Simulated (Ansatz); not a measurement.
Start from `C#[C][Zr]([Cl])([Cl])[Cl]` and change one atom or group to get `[OH][Zr]([Cl])([Cl])[Cl]`.

Ansatz, PBE0-D4/def2-TZVP geometries, multiplicity 1. Each molecule was computed in one conformer, which needn't be the lowest.

Elements past krypton have def2 core potentials.

```tsv
property	`C#[C][Zr]([Cl])([Cl])[Cl]`
ideal-gas entropy at 298 K and 1 bar (rigid rotor, harmonic PBE0-D4/def2-TZVP) / J/(mol·K)	407
HOMO–LUMO gap (B3LYP/def2-TZVPP) / eV	5.56
LUMO energy (PBE0/def2-TZVPP) / eV	-2.78
HOMO energy (B3LYP/def2-TZVPP) / eV	-8.51
HOMO energy (PBE0/def2-TZVPP) / eV	-8.78
size of the dipole moment (B3LYP/def2-TZVPP) / D	1.61
```

Question: Give the same properties after the change, and the shifts. (Best estimate.)

Answer: Computed: 
| property | `[OH][Zr]([Cl])([Cl])[Cl]` | shift |
| --- | --- | --- |
| ideal-gas entropy at 298 K and 1 bar (rigid rotor, harmonic PBE0-D4/def2-TZVP) / J/(mol·K) | 384 | -23 |
| HOMO–LUMO gap (B3LYP/def2-TZVPP) / eV | 6.87 | 1.31 |
| LUMO energy (PBE0/def2-TZVPP) / eV | -1.94 | 0.84 |
| HOMO energy (B3LYP/def2-TZVPP) / eV | -9.01 | -0.50 |
| HOMO energy (PBE0/def2-TZVPP) / eV | -9.30 | -0.52 |
| size of the dipole moment (B3LYP/def2-TZVPP) / D | 2.88 | 1.27 |

With PBE0 the HOMO falls by 0.52 eV and the LUMO rises by 0.84 eV, so the gap widens by about 1.36 eV. PBE moves the HOMO by -0.35 eV and ωB97M-V by -0.52 eV. The zero-point energy changes by -15.1 kJ/mol with -3 modes. Dipoles are sizes alone; their direction can turn.

B3LYP here is the variant with VWN-RPA as its local correlation; programs differ in this.
